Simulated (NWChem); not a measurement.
# Correlation energy of C2H2F

```
C
C 1 1.3127
F 1 1.3491 2 123.74
H 2 1.0862 1 142.61 3 0.00
H 1 1.0964 2 124.19 4 180.00
```
Charge 0, spin multiplicity 2.

Program: NWChem. All single points use one geometry, from UB3LYP/def2-SVP, a minimum by its harmonic frequencies.

Basis set: 3-21G. Each correlation energy counts from its own Hartree-Fock reference.

The correlated methods keep 3 core orbitals frozen. The structure started from a generated list of species. The unpaired electrons of the parent sit in orbitals of symmetry a' (Cs labels of the run); other states weren't searched. The stability of the SCF solutions was not checked. Open-shell Hartree-Fock references start from PBE0 orbitals. Coupled-cluster values serve here as a point of comparison, not as the truth.

```
method           correlation energy (mHa)             remark
---------------  ------------------------  -----------------
UMP2                               -258.8  spin-contaminated
CCSDT on ROHF                      -308.1                  -
CCSD on ROHF                            ?                  -
CCSD on UHF                             ?  spin-contaminated
CCSD(T) on ROHF                    -307.7                  -
CCSD[T] on ROHF                    -308.5                  -
CCSD(T) on UHF                          ?  spin-contaminated
CCSD[T] on UHF                     -299.0  spin-contaminated
SCS-UMP2                           -254.9  spin-contaminated
```

Task: Complete the blanks.

Result: 
- CCSD on ROHF, correlation energy (mHa): -299.8
- CCSD on UHF, correlation energy (mHa): -290.6
- CCSD(T) on UHF, correlation energy (mHa): -298.0
